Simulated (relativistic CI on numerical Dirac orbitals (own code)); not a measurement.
**Fe2+: K-beta X-ray emission**

Computed with this model: Dirac-Coulomb-Breit CI, KLI orbitals optimised for each configuration, a model potential for QED, valence Slater integrals scaled by 0.8, multiplet model of X-ray emission after core ionisation; configurations [Ar] 3d6 → 1s 2s2 2p6 3s2 3p6 3d6 → [Ne] 3s2 3p5 3d6; 300 K; Lorentzian 1.6 eV and Gaussian 1 eV FWHM. Energies are those of the free ion, without screening or charge transfer. S is read from ⟨S²⟩ = S(S + 1).

Field parameters in Wybourne normalisation: D4h B²₀ = −7Ds, B⁴₀ = 21(Dq − Dt), B⁴₄ = 21√(5/14) Dq. The field is a parameter set, without covalency.

free ion: ground-state S = 2.00, centroid 7055.75 eV. Peaks (eV, height): 7041.6 (31), 7044.8 (12), 7055.0 (44), 7060.0 (100), 7060.6 (100).

D4h, 10Dq = 8550, Ds = -1500, Dt = -440 cm⁻¹: ground-state S = 2.00, centroid 7054.46 eV. Peaks (eV, height): 7041.6 (38), 7043.8 (21), 7054.4 (30), 7060.4 (100).

Strongest unbroadened transitions for free ion:

```tsv
Energy (eV)	Relative strength
7040.67	21.2
7041.79	30.2
7042.04	7.4
7044.90	9.8
7054.75	53.0
7055.10	9.4
7055.12	4.2
7057.72	10.2
7057.80	5.5
7059.42	11.5
7059.49	12.4
7059.51	15.7
7059.52	6.9
7059.64	76.1
7059.71	4.6
7060.97	21.8
7060.99	12.0
7061.20	100.0
```
